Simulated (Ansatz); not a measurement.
AlBFH$_{5}$O$_{2}$Si, SMILES `O[B](O[SiH3])[AlH][F]`. The species carries charge 0 and has multiplicity 1.

```tsv
atom	x (Å)	y (Å)	z (Å)
O1	0.593	1.333	1.959
B2	0.328	0.591	0.847
O3	-0.970	0.230	0.688
Si4	-1.837	-0.634	-0.420
Al5	1.872	0.031	-0.564
F6	1.394	-0.868	-1.871
H7	1.515	1.579	2.054
H8	-3.242	-0.639	0.047
H9	-1.323	-2.024	-0.498
H10	-1.749	0.014	-1.753
H11	3.419	0.386	-0.491
```

(1) Give the diagnostics of a CCSD(T)/def2-TZVPP run (frozen core, the Gaussian-basis code of Ansatz). (Estimate.)

## Answers

(1) Ansatz gave: T1 = 0.0139, largest single amplitude 0.025, largest double 0.026, (T) share of the correlation energy 3.3 %, 10 CCSD cycles. The RHF solution is stable towards an unrestricted one. T1 lies under the customary mark of 0.02 for closed shells.
